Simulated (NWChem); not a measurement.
System: CH₆O₂SSi; SMILES S[Si](O)(O)C

NWChem input:

```
start job
memory heap 200 mb stack 900 mb global 1100 mb
geometry units angstroms noautosym nocenter noautoz
  C      1.618513     1.094312     0.410859
  Si    -0.067432     0.412021    -0.005189
  O     -0.496921     1.130498    -1.431041
  O     -1.257793     0.753470     1.103534
  S     -0.049281    -1.758556    -0.108847
  H      1.564800     2.186520     0.482140
  H      1.989843     0.702892     1.363547
  H      2.347224     0.845014    -0.368507
  H     -1.376569     0.904332    -1.767065
  H     -1.290791     0.196857     1.894261
  H      1.108285    -1.871610    -0.795619
end
basis spherical
  * library def2-svp
end
dft
  xc b3lyp
  iterations 150
end
property
  response 1 0.0773
end
task dft property
```

Excerpt of the output:

```
             Northwest Computational Chemistry Package (NWChem) 7.3.0
             --------------------------------------------------------

                             Geometry "geometry" -> ""
                             -------------------------

 Output coordinates in angstroms (scale by  1.889725989 to convert to a.u.)

  No.       Tag          Charge          X              Y              Z
 ---- ---------------- ---------- -------------- -------------- --------------
    1 C                    6.0000     1.61851300     1.09431200     0.41085900
    2 Si                  14.0000    -0.06743200     0.41202100    -0.00518900
    3 O                    8.0000    -0.49692100     1.13049800    -1.43104100
    4 O                    8.0000    -1.25779300     0.75347000     1.10353400
    5 S                   16.0000    -0.04928100    -1.75855600    -0.10884700
    6 H                    1.0000     1.56480000     2.18652000     0.48214000
    7 H                    1.0000     1.98984300     0.70289200     1.36354700
    8 H                    1.0000     2.34722400     0.84501400    -0.36850700
    9 H                    1.0000    -1.37656900     0.90433200    -1.76706500
   10 H                    1.0000    -1.29079100     0.19685700     1.89426100
   11 H                    1.0000     1.10828500    -1.87161000    -0.79561900

 Effective nuclear repulsion energy (a.u.)     310.6115677612

                              NWChem Property Module
                              ----------------------

                                 NWChem DFT Module
                                 -----------------

 Summary of "ao basis" -> "ao basis" (spherical)
 ------------------------------------------------------------------------------
       Tag                 Description            Shells   Functions and Types
 ---------------- ------------------------------  ------  ---------------------
 C                          def2-svp                 6       14   3s2p1d
 Si                         def2-svp                 8       18   4s3p1d
 O                          def2-svp                 6       14   3s2p1d
 S                          def2-svp                 8       18   4s3p1d
 H                          def2-svp                 3        5   2s1p

            General Information
            -------------------
          SCF calculation type: DFT
          Wavefunction type:  closed shell.
          No. of atoms     :    11
          No. of electrons :    58
           Alpha electrons :    29
            Beta electrons :    29
          Charge           :     0
          Spin multiplicity:     1
          Use of symmetry is: off; symmetry adaption is: off
          Maximum number of iterations: 150
          AO basis - number of functions:   108
                     number of shells:    52
          Convergence on energy requested:  1.00D-06
          Convergence on density requested:  1.00D-05
          Convergence on gradient requested:  5.00D-04

              XC Information
              --------------
                         B3LYP Method XC Potential
                     Hartree-Fock (Exact) Exchange  0.200
                        Slater Exchange Functional  0.800 local
                    Becke 1988 Exchange Functional  0.720 non-local
              Lee-Yang-Parr Correlation Functional  0.810
                  VWN I RPA Correlation Functional  0.190 local

             Grid Information
             ----------------
          Grid used for XC integration:  medium
          Radial quadrature: Mura-Knowles
          Angular quadrature: Lebedev.
          Tag              B.-S. Rad. Rad. Pts. Rad. Cut. Ang. Pts.
          ---              ---------- --------- --------- ---------
          C                   0.70       49          10.0       434
          Si                  1.10       88           8.0       590
          O                   0.60       49          11.0       434
          S                   1.00       88          11.0       590
          H                   0.35       45          12.0       434
          Grid pruning is: on
          Number of quadrature shells:   593
          Spatial weights used:  Erf1

      Superposition of Atomic Density Guess
      -------------------------------------

 Sum of atomic energies:        -876.08865510

      Non-variational initial energy
      ------------------------------

 Total energy =    -878.043202
 1-e energy   =   -1827.475137
 2-e energy   =     638.820367
 HOMO         =      -0.321375
 LUMO         =       0.054503

   convergence    iter        energy       DeltaE   RMS-Dens  Diis-err
 ---------------- ----- ----------------- --------- --------- ---------
 d= 0,ls=0.0,diis     1   -879.5551972572 -1.19D+03  1.42D-02  9.28D-01
 d= 0,ls=0.0,diis     2   -879.5119128288  4.33D-02  8.04D-03  1.50D+00
 d= 0,ls=0.0,diis     3   -879.6535130795 -1.42D-01  1.39D-03  4.67D-02
 d= 0,ls=0.0,diis     4   -879.6575194251 -4.01D-03  5.33D-04  3.00D-03
 d= 0,ls=0.0,diis     5   -879.6579254733 -4.06D-04  1.14D-04  1.74D-04
  Resetting Diis
 d= 0,ls=0.0,diis     6   -879.6579493536 -2.39D-05  1.82D-05  3.27D-06
 d= 0,ls=0.0,diis     7   -879.6579497382 -3.85D-07  1.35D-05  7.52D-07
 d= 0,ls=0.0,diis     8   -879.6579496488  8.94D-08  7.73D-06  1.69D-06

[...]

 DFT Linear Response polarizability / au
 Frequency  =       0.0773000 / au
 Wavelength =     589.4353558 / nm
              X              Y              Z
 -----------------------------------------------
 X      51.5911049      0.9359688     -1.3192080
 Y       0.9359258     59.5644145      1.1741307
 Z      -1.3192122      1.1741331     46.9402899
 -----------------------------------------------
 Eigenvalues =      51.8935812     59.7547544     46.4474737
 Isotropic   =      52.6986031
 Anisotropic =      11.5875331
 -----------------------------------------------

 Magnetic Dipole Response Matrix (nonzero elements):
```

Level: B3LYP/def2-SVP. The geometry was optimised at B3LYP/6-31G* (spherical d).
